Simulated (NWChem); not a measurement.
B-trichloroborazine (B3N3H3Cl3); SMILES ClB1NB(NB(Cl)N1)Cl

```xyz
12

Cl    -0.8472    -3.1085     0.0000
B     -0.3777    -1.3858     0.0000
N     -1.3698    -0.3607     0.0000
B     -1.0113     1.0200     0.0000
Cl    -2.2684     2.2880     0.0000
N      0.3725     1.3666     0.0000
B      1.3890     0.3658     0.0000
Cl     3.1157     0.8205     0.0000
N      0.9973    -1.0059     0.0000
H     -2.3487    -0.6185     0.0000
H      0.6387     2.3433     0.0000
H      1.7100    -1.7248     0.0000
```
Atoms are numbered in this order, from 1.

All runs: NWChem. Pople sets run with spherical d functions. Geometry: optimised at B3LYP/6-31G* (spherical d). GIAO values for the isolated, static molecule; σ is the absolute isotropic shielding, δ = σ(reference) − σ with the isolated reference molecule computed at the same levels (11B: boron trifluoride, 1H: tetramethylsilane, 15N: ammonia).

### Question
Predict the results for B3LYP/6-31G*. Quantities: σ Cl1 (ppm); δ B2 (ppm); δ N3 (ppm); δ H10 (ppm).

### Answer
```
Item         Result
-----------  ------
σ Cl1 (ppm)   890.6
δ B2 (ppm)     19.5
δ N3 (ppm)    109.8
δ H10 (ppm)    4.40
```
